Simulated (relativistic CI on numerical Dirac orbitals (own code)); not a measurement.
## What each ingredient does to the levels of Se30+

Base calculation: Dirac-Coulomb-Breit CI, separate exchange-only KLI orbitals for each configuration, model QED (radiative potential, 1s self-energy scaled to tabulated hydrogen-like ionisation energies), unscaled Slater integrals.

Configuration list (outside the closed core 1s2): 2s², 2s2p, 2p², 2p3s, 2p3p, 2s3s, 2s3p, 2s3d, 2s4s, 2s4p, 2s4d, 2s4f, 3s², 3s3p, 3p². Levels of other configurations are missing.

Variants: (1) valence Slater integrals scaled by 0.9; (2) QED terms removed; (3) Breit term removed. Shifts of the energy above 2s² ¹S0, in eV, for the lowest level and the first level of each name with at least 55 % of one term (blank where a level changes its place among those of its configuration and J or its character, or is not in the variant):

| Level | Base | Δ(1) | Δ(2) | Δ(3) |
| --- | --- | --- | --- | --- |
| 2s² ¹S0 | 0.00 | 0.00 | 0.00 | 0.00 |
| 2s2p ³P°0 | 58.72 | -0.16 | +1.19 | -1.39 |
| 2s2p ³P°1 | 67.76 | -0.63 | +1.18 | -0.91 |
| 2s2p ³P°2 | 107.91 | -0.14 | +1.08 | +0.29 |
| 2s2p ¹P°1 | 152.28 | -5.03 | +1.10 | -0.04 |
| 2p² ³P0 | 166.62 | -1.67 | +2.43 | -2.56 |
| 2p² ³P1 | 202.45 | -0.57 | +2.36 | -1.41 |
| 2p² ¹S0 | 292.87 | -5.49 | +2.21 | -0.79 |
| 2s3s ³S1 | 1979.59 | -0.85 | +0.80 | +1.09 |
| 2s3s ¹S0 | 1991.46 | -1.93 | +0.82 | +0.98 |
| 2s3p ³P°0 | 2008.66 | -1.32 | +1.16 | +0.56 |
| 2s3p ³P°1 | 2009.03 | -1.30 | +1.16 | +0.75 |
| 2s3p ¹P°1 | 2022.16 | -0.98 | +1.20 | +1.03 |
| 2s3p ³P°2 | 2023.03 | -1.35 | +1.12 | +1.08 |

At this charge energies of transitions that change n are usually good to better than 1 %, and those within a shell (Δn = 0) to a few per cent.

Ionisation energy from the two ground configurations alone: base 3499.65 eV; QED terms removed 3500.87 eV; Breit term removed 3501.15 eV. The NIST ASD value (semi-empirical) is 3507 eV.

LS names give the leading component of a level, which can be under half, so a name can repeat, a term be missing and a line seem to break the LS rules.
